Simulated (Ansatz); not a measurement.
Ansatz (a quantum-chemistry and plane-wave program) input for Zn(I)(SeH) (HISeZn), SMILES [SeH][Zn][I], PBE-D3(BJ)/def2-SVP. 

Ansatz 0.2 input:
```yaml
crystal:
  periodic: [false, false, false]
  atoms:
    - {symbol: Zn, position_ang: [-0.01299046, -0.41370093, 0.00000000]}
    - {symbol: I, position_ang: [0.00364022, 2.00910746, 0.00000000]}
    - {symbol: Se, position_ang: [-0.03648558, -2.68736398, 0.00000000]}
    - {symbol: H, position_ang: [1.43729188, -2.70129257, 0.00000000]}
basis:
  gaussian:
    orbitals: def2-SVP
hamiltonian:
  xc: pbe
  dispersion: d3bj
relax: {f_tol: 0.002, max_steps: 200}
```

Log of the run:

```
WARN ansatz: RAYON_NUM_THREADS=1 ignored (pool sized by the plan → 1); use --threads N
Functional definition: PBE
integrals: 0.05 GiB planned
1078 factors; their error is unknown
mean field: 0.23 GiB planned
mean field evaluation 1: about -121853.5722 eV, gradient 4.4e1 eV
mean field evaluation 2: about -121845.7672 eV, gradient 7.8e1 eV
mean field evaluation 4: about -121856.5849 eV, gradient 2.4e0 eV
mean field evaluation 8: about -121856.5970 eV, gradient 5.0e-2 eV
mean field evaluation 16: about -121856.4804 eV, gradient 5.6e-5 eV
mean field -121856.48038449 eV, -4478.1430568409 hartree, gradient 5.6e-5 eV, S^2 0.000000; 0 other end points of the search recorded, 0 dependent functions left out
the calculation of the forces begins
reference -121856.48041994 eV, -4478.1430581436 hartree; 45, 45 occupied and 49, 49 virtual orbitals, 1078 factors
relax step   1: F+E_penalty+E_count = -121856.58349482 eV  Δ(F+E_penalty+E_count) = +0.000e0 eV  max|allowed force component| = 3.008e-1 eV/Å  Δτ_max = 0.0000 Å  (26 SCF iters, accepted)
these checks for a lower state are left out or cut short: starts, cluster_reference, orbital_swaps, neighbouring_geometries, increment
integrals: 0.05 GiB planned
1078 factors; their error is unknown
mean field: 0.23 GiB planned
mean field -121856.48724024 eV, -4478.1433087853 hartree, gradient 4.8e-5 eV, S^2 0.000000; 0 other end points of the search recorded, 0 dependent functions left out
the calculation of the forces begins
reference -121856.48727572 eV, -4478.1433100891 hartree; 45, 45 occupied and 49, 49 virtual orbitals, 1078 factors
relax step   2: F+E_penalty+E_count = -121856.58958665 eV  Δ(F+E_penalty+E_count) = -6.092e-3 eV  max|allowed force component| = 1.004e-1 eV/Å  Δτ_max = 0.0248 Å  (25 SCF iters, accepted)
these checks for a lower state are left out or cut short: starts, cluster_reference, orbital_swaps, neighbouring_geometries, increment
integrals: 0.05 GiB planned
1078 factors; their error is unknown
mean field: 0.23 GiB planned
mean field -121856.48754762 eV, -4478.1433200813 hartree, gradient 4.7e-5 eV, S^2 0.000000; 0 other end points of the search recorded, 0 dependent functions left out
the calculation of the forces begins
reference -121856.48758309 eV, -4478.1433213847 hartree; 45, 45 occupied and 49, 49 virtual orbitals, 1078 factors
relax step   3: F+E_penalty+E_count = -121856.58990714 eV  Δ(F+E_penalty+E_count) = -3.205e-4 eV  max|allowed force component| = 1.874e-3 eV/Å  Δτ_max = 0.0032 Å  (26 SCF iters, accepted)
integrals: 0.05 GiB planned
1078 factors; their error is unknown
mean field: 0.23 GiB planned
mean field evaluation 32: about -121853.6074 eV, gradient 4.4e1 eV
mean field -121856.48754762 eV, -4478.1433200813 hartree, gradient 4.7e-5 eV, S^2 0.000000; 1 other end points of the search recorded, 0 dependent functions left out
the calculation of the forces begins
reference -121856.48758309 eV, -4478.1433213847 hartree; 45, 45 occupied and 49, 49 virtual orbitals, 1078 factors
Total energy: -121856.58994261 eV, -4478.1470830278 hartree
Atom 0 at    -0.012727    -0.410774     0.000000 Å, force    -0.000536     0.000427    -0.000000 eV/Å
Atom 1 at     0.001172     2.031596    -0.000000 Å, force     0.000588     0.000424     0.000000 eV/Å
Atom 2 at    -0.042444    -2.704555    -0.000000 Å, force    -0.000209    -0.001874     0.000000 eV/Å
Atom 3 at     1.445456    -2.709516    -0.000000 Å, force     0.000158     0.001023    -0.000000 eV/Å
Dipole moment:     0.116337    -0.142178    -0.000000 e Å
```

The calculation finished and met its thresholds.
